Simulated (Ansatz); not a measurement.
One change: `C[O][Zr]([OH])([SeH])[O]C` becomes `C[O][Zr]([OH])([NH]C(C)(C)C)[O]C`.

Ansatz, PBE0-D4/def2-TZVP geometries, multiplicity 1. Each molecule was computed in one conformer, which needn't be the lowest.

Elements past krypton have def2 core potentials. Scalar relativity is left out up to krypton.

```tsv
property	`C[O][Zr]([OH])([SeH])[O]C`
HOMO energy (B3LYP/def2-TZVPP) / eV	-6.21
size of the dipole moment (PBE/def2-TZVPP) / D	3.67
LUMO energy (B3LYP/def2-TZVPP) / eV	-0.65
size of the dipole moment (ωB97M-V/def2-TZVPP) / D	3.84
HOMO energy (PBE0/def2-TZVPP) / eV	-6.45
HOMO energy (ωB97M-V/def2-TZVPP) / eV	-8.57
```

Question: What does the change do to each property? (Estimate.)

Answer: The calculation gave: 
| property | `C[O][Zr]([OH])([NH]C(C)(C)C)[O]C` | shift |
| --- | --- | --- |
| HOMO energy (B3LYP/def2-TZVPP) / eV | -6.08 | 0.13 |
| size of the dipole moment (PBE/def2-TZVPP) / D | 0.17 | -3.50 |
| LUMO energy (B3LYP/def2-TZVPP) / eV | -0.18 | 0.47 |
| size of the dipole moment (ωB97M-V/def2-TZVPP) / D | 0.16 | -3.68 |
| HOMO energy (PBE0/def2-TZVPP) / eV | -6.30 | 0.15 |
| HOMO energy (ωB97M-V/def2-TZVPP) / eV | -8.61 | -0.04 |

With PBE0 the HOMO rises by 0.15 eV and the LUMO rises by 0.50 eV, so the gap widens by about 0.35 eV. PBE moves the HOMO by 0.32 eV and ωB97M-V by -0.04 eV. Dipoles are sizes alone; their direction can turn.

B3LYP here is the variant with VWN-RPA as its local correlation; programs differ in this.

Spin–orbit coupling is left out; it splits and shifts lone-pair levels of the heavy atoms by tenths of an eV.
